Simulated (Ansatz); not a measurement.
Ansatz results at the PBE0-D4/def2-TZVP geometry: LUMO energy (ωB97M-V/def2-TZVPP) 1.24 eV; HOMO energy (B3LYP/def2-TZVPP) -6.54 eV; HOMO energy (PBE/def2-TZVPP) -5.29 eV.

Each molecule was computed in one conformer, which needn't be the lowest.

(1) Which molecule gave them?
A. `C[S+](C)[Cu-][NH2]`
B. `CC#[N+][Cu-][CH3]`
C. `C[S+](C)[Cu-][F]`
D. `CC(C)(C)[O][Cu-][OH2+]`

Answers

(1) C. The others give `C[S+](C)[Cu-][NH2]`: 1.42, -4.87, -3.95; `CC#[N+][Cu-][CH3]`: 1.19, -5.28, -4.49; `CC(C)(C)[O][Cu-][OH2+]`: 0.28, -5.43, -4.21.

B3LYP here is the variant with VWN-RPA as its local correlation; programs differ in this.
